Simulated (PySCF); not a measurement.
Nuclear quadrupole coupling in `C=C([SiH2]OC(C)=S)C1CC1`

Species: C₇H₁₂OSSi.
Geometry (GFN2-xTB, Å), atoms numbered from 1 in this order:
```xyz
22
C7H12OSSi angstrom
C     -0.6810   -1.5169   -0.6500
C     -0.8724   -0.4061    0.0515
Si     0.5025    0.7410    0.6201
O      1.8579   -0.0574    0.0871
C      3.0933    0.3461    0.2577
C      4.1367   -0.5631   -0.3013
S      3.4528    1.7345    1.0239
C     -2.2203    0.0602    0.4620
C     -3.4571   -0.2507   -0.3234
C     -2.8998    1.1404   -0.3300
H      0.3053   -1.8337   -0.9437
H     -1.4953   -2.1587   -0.9495
H      0.4422    2.0541   -0.0165
H      0.5676    0.8535    2.0756
H      4.0388   -1.5509    0.1492
H      3.9875   -0.6720   -1.3758
H      5.1282   -0.1663   -0.1062
H     -2.3249    0.1326    1.5387
H     -4.3744   -0.4361    0.2150
H     -3.3597   -0.8301   -1.2280
H     -2.4100    1.4820   -1.2291
H     -3.4282    1.9172    0.2010
```

Field gradients from the PBE0/pcSseg-1 density (PySCF, non-relativistic), principal values in atomic units, ordered |Vxx| ≤ |Vyy| ≤ |Vzz|:

```json
{"atom": "O4", "Vxx": "-0.4964", "Vyy": "-0.9091", "Vzz": "1.4055"}
{"atom": "S7", "Vxx": "0.9509", "Vyy": "1.4362", "Vzz": "-2.3871"}
```

Task: Find the asymmetry η = (Vxx − Vyy)/Vzz and the couplings χ = eQV/h (234.96 MHz × Q in barn × V in au), with Q(17O) = −0.0256 b, Q(33S) = −0.0678 b.

Result: 
| atom | environment | nucleus | η | χzz (MHz) | χxx (MHz) | χyy (MHz) |
| --- | --- | --- | --- | --- | --- | --- |
| O4 | silyl ether oxygen | 17O | 0.29 | -8.45 | 2.99 | 5.47 |
| S7 | thiocarbonyl sulfur | 33S | 0.20 | 38.03 | -15.15 | -22.88 |

Task: What is Vzz at S7 in SI units (1 au = 9.71736 × 10²¹ V/m²)?

Result: -2.3871 au = -23.196 × 10²¹ V/m².

Task: What couplings would deuterons (Q(2H) = 0.00286 b) have in place of the hydrogens, at this geometry?

Result: 
```
atom  bonded to  bond length (Å)  Vzz (au)     η  χzz (kHz)
 H11         C1            1.077    0.3343  0.04        225
 H12         C1            1.079    0.3319  0.04        223
 H13        Si3            1.461    0.1627  0.05        109
 H14        Si3            1.461    0.1617  0.05        109
 H15         C6            1.090    0.3087  0.04        207
 H16         C6            1.090    0.3086  0.04        207
 H17         C6            1.086    0.3102  0.03        208
 H18         C8            1.084    0.3201  0.09        215
 H19         C9            1.080    0.3316  0.07        223
 H20         C9            1.079    0.3328  0.06        224
 H21        C10            1.079    0.3309  0.07        222
 H22        C10            1.079    0.3324  0.07        223
```

Geometry: GFN2-xTB, one conformer, isolated molecule. GFN2-xTB bond lengths can be off by several hundredths of an ångström, more for odd bonds, and the gradients follow them. These gradients aren't converged with respect to the basis.
